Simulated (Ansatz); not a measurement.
C2H6SSi2 can be A, `C#C[SiH2]S[SiH3]`, or B, `[SiH3]C#CS[SiH3]`.

Program: Ansatz. Geometries: PBE0-D4/def2-TZVP. ΔE: electronic, gas phase. CCSD(T)/CBS is the MP2 limit (def2-TZVPP, def2-QZVPP) plus CCSD(T) − MP2 in def2-TZVPP, frozen cores. DFT in def2-TZVPP. B3LYP here is the variant with VWN-RPA as its local correlation; programs differ in this. One conformer a species, not always the lowest.

**Question.** Which isomer does CCSD(T)/CBS put lower? Give the gap. (Estimate.)

**Answer.** Computed: A, by 23.8 kcal/mol.

**Question.** Give E(B) − E(A) in kcal/mol with PBE0-D4, ωB97M-V, CCSD/def2-TZVPP, MP2/def2-TZVPP, r2SCAN-D4, B3LYP-D4, B3LYP. (Estimate.)

**Answer.** Computed: PBE0-D4 21.5, ωB97M-V 23.4, CCSD/def2-TZVPP 22.9, MP2/def2-TZVPP 22.5, r2SCAN-D4 21.2, B3LYP-D4 20.9, B3LYP 19.3. None reverses the order clearly.

Largest T1 diagnostic: 0.013.

The D4 term adds +1.6 kcal/mol with B3LYP and +0.8 kcal/mol with PBE0; it sums over pairs of atoms, weighted by their polarisabilities, and B3LYP, whose exchange is more repulsive, gets the larger term. From PBE to PBE0 (25 % exact exchange), in def2-TZVPP and without D4, E(B) − E(A) moves by +1.7 kcal/mol.
